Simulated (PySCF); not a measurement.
# Radial density of Be (beryllium, neutral)

UHF, [He] 2s1 3d1, high-spin 3D determinant (an excited configuration). Calculation: PySCF 2.14, in aug-cc-pVDZ (4s3p2d, 23 functions); no relativity, point nucleus.

```json
{"r (bohr)": "0.00835", "4πr²ρ (e/bohr)": "0.02853", "4πr²(ρα − ρβ)": "0.0005"}
{"r (bohr)": "0.0141", "4πr²ρ (e/bohr)": "0.07750", "4πr²(ρα − ρβ)": "0.0014"}
{"r (bohr)": "0.0236", "4πr²ρ (e/bohr)": "0.2024", "4πr²(ρα − ρβ)": "0.0037"}
{"r (bohr)": "0.0398", "4πr²ρ (e/bohr)": "0.5049", "4πr²(ρα − ρβ)": "0.0091"}
{"r (bohr)": "0.0669", "4πr²ρ (e/bohr)": "1.152", "4πr²(ρα − ρβ)": "0.0209"}
{"r (bohr)": "0.112", "4πr²ρ (e/bohr)": "2.285", "4πr²(ρα − ρβ)": "0.0411"}
{"r (bohr)": "0.189", "4πr²ρ (e/bohr)": "3.575", "4πr²(ρα − ρβ)": "0.0611"}
{"r (bohr)": "0.318", "4πr²ρ (e/bohr)": "3.820", "4πr²(ρα − ρβ)": "0.0505"}
{"r (bohr)": "0.535", "4πr²ρ (e/bohr)": "2.197", "4πr²(ρα − ρβ)": "0.0034"}
{"r (bohr)": "0.900", "4πr²ρ (e/bohr)": "0.5519", "4πr²(ρα − ρβ)": "0.0812"}
{"r (bohr)": "1.51", "4πr²ρ (e/bohr)": "0.4150", "4πr²(ρα − ρβ)": "0.3954"}
{"r (bohr)": "2.55", "4πr²ρ (e/bohr)": "0.4542", "4πr²(ρα − ρβ)": "0.4541"}
{"r (bohr)": "4.28", "4πr²ρ (e/bohr)": "0.3603", "4πr²(ρα − ρβ)": "0.3603"}
{"r (bohr)": "7.21", "4πr²ρ (e/bohr)": "0.05330", "4πr²(ρα − ρβ)": "0.0533"}
```

The outer electron is Rydberg-like, and this basis confines it to a smaller radius and binds it less than a complete one would. At UHF the highest occupied level has a positive energy, so only the finite basis holds that electron; for this excited configuration the basis is too tight for the outer shell.
